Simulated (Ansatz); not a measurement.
Input for Ansatz (a first-principles code): R-B2PLYP/def2-TZVPP on O2Si (SMILES O=[Si]=O).

Ansatz 0.2 input:
```yaml
crystal:
  periodic: [false, false, false]
  atoms:
    - {symbol: Si, position_ang: [0.00000233, 0.00000142, -0.00006175]}
    - {symbol: O, position_ang: [1.51016225, -0.00362466, 0.00799300]}
    - {symbol: O, position_ang: [-1.51016458, 0.00362324, -0.00803125]}
basis:
  gaussian:
    orbitals: def2-TZVPP
hamiltonian:
  xc: {name: B2PLYP}
magnetization: {spin_polarized: false}
correlation: {electrons: outside_noble_gas}
scf: {lower_state_search: off}
```

The log:

```
WARN ansatz: RAYON_NUM_THREADS=4 ignored (pool sized by the plan → 4); use --threads N
Functional definition: B2PLYP
these checks for a lower state are left out or cut short: stability, starts, cluster_reference, orbital_swaps, neighbouring_geometries, increment
integrals: 0.06 GiB planned
657 factors; integrals over basis functions are off by at most 1.4e-3 eV
mean field: 0.30 GiB planned
mean field evaluation 1: about -11953.7577 eV, gradient 7.2e1 eV
mean field evaluation 2: about -11953.7568 eV, gradient 7.2e1 eV
mean field evaluation 4: about -11962.8259 eV, gradient 4.3e0 eV
mean field evaluation 8: about -11962.8676 eV, gradient 1.7e-1 eV
mean field evaluation 16: about -11962.8678 eV, gradient 1.3e-5 eV
mean field -11962.86775818 eV, -439.6272813902 hartree, gradient 5.7e-7 eV, S^2 0.000000; 0 other end points of the search recorded, 0 dependent functions left out
7 core orbitals not correlated
reference -11962.86787512 eV, -439.6272856875 hartree; 8, 8 occupied and 89, 89 virtual orbitals, 657 factors
second order -19.99183715 eV of doubles, -0.00000000 eV of singles
Total energy: -11968.26567115 eV, -439.8256510329 hartree
Checks for a lower state left out: stability, starts, cluster_reference, orbital_swaps, neighbouring_geometries, increment
```

Self-consistency was reached.

Cost: roughly 1.2 core-seconds.
